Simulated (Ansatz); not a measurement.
Si₄BPH₁₂⁻, a doped cluster cut from the lattice of silicon (B and P 2.4 A apart). Charge -1, multiplicity 2. Geometry PBE-D4/def2-SVP, that of the neutral singlet.

Cartesian coordinates in Å:
```
B -1.162 -1.450 -0.973
Si 1.976 -0.630 0.583
Si -1.139 1.422 1.282
Si -1.920 0.409 -0.703
Si 1.208 1.534 1.103
P 0.747 -1.344 -1.214
H -1.610 -1.958 -1.996
H -1.312 -2.134 0.036
H 3.428 -0.742 0.197
H 1.664 -1.648 1.645
H -1.643 2.818 1.560
H -1.419 0.574 2.499
H -1.565 1.407 -1.789
H -3.428 0.399 -0.614
H 1.636 2.400 -0.056
H 1.955 1.991 2.332
H 1.187 -0.491 -2.275
H 1.397 -2.557 -1.617
```

At PBE-D4/def2-TZVPD, r2SCANh-D4/def2-TZVPD, PBE0-D4/def2-TZVPD the highest occupied level of the charge -1 doublet lies above zero (up to 1.71 eV). Energy differences disagree on whether the electron is bound (positive means bound): 0.06 eV (vertical, to the charge 0 singlet, at PBE-D4/def2-TZVPD), but -0.16 eV at r2SCANh-D4/def2-TZVPD.

Estimate the α-spin orbital energies around the gap (eV) in Ansatz with PBE-D4/def2-TZVPD, r2SCANh-D4/def2-TZVPD, PBE0-D4/def2-TZVPD.


| orbital | PBE-D4/def2-TZVPD | r2SCANh-D4/def2-TZVPD | PBE0-D4/def2-TZVPD |
| --- | --- | --- | --- |
| HOMO−5 | -4.00 | -4.73 | -5.20 |
| HOMO−4 | -3.73 | -4.42 | -4.87 |
| HOMO−3 | -3.31 | -3.93 | -4.39 |
| HOMO−2 | -2.99 | -3.62 | -4.04 |
| HOMO−1 | -2.57 | -3.17 | -3.60 |
| HOMO | 1.71 | 1.60 | 1.38 |
| LUMO | 2.16 | 2.68 | 2.85 |
| LUMO+1 | 2.23 | 2.79 | 2.90 |
| LUMO+2 | 2.36 | 2.94 | 3.03 |
| LUMO+3 | 2.44 | 3.01 | 3.08 |
| LUMO+4 | 2.61 | 3.15 | 3.17 |
| LUMO+5 | 2.81 | 3.23 | 3.31 |
| β HOMO | -2.52 | -3.10 | -3.53 |
| β LUMO | 2.12 | 2.78 | 2.79 |
